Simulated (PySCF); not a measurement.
Be (beryllium, neutral) across methods

[He] 2s1 2p1, high-spin 3P determinant (an excited configuration). Computed with PySCF 2.14 in dyall-acv3z (15s9p4d2f, 76 functions), with no relativity, point nucleus.

```tsv
method	E (hartree)	mean ε 1s β (eV)	mean ε 2s α (eV)	mean ε 2p α (eV)	Σ⟨r²⟩ (bohr²)	⟨S²⟩
LDA	-14.3590	-105.25	-6.568	-3.073	19.03	2.000
UHF	-14.51365	-128.54	-10.781	-6.689	18.29	2.000
r2SCAN	-14.5708	-108.85	-6.835	-3.272	18.41	2.000
CAM-B3LYP	-14.5594	-113.33	-8.928	-5.188	18.35	2.000
wB97M-V	-14.5602	-115.07	-9.571	-5.503	19.63	2.000
PBE	-14.5453	-106.51	-6.591	-3.129	18.75	2.000
PW91	-14.5630	-106.72	-6.617	-3.166	18.70	2.000
B3LYP	-14.5831	-111.43	-7.358	-3.812	18.47	2.000
```

Task: Estimate the same row for PBE0.

Result: E (hartree) = -14.5527; mean ε 1s β (eV) = -112.18; mean ε 2s α (eV) = -7.715; mean ε 2p α (eV) = -4.062; Σ⟨r²⟩ (bohr²) = 18.47; ⟨S²⟩ = 2.000.
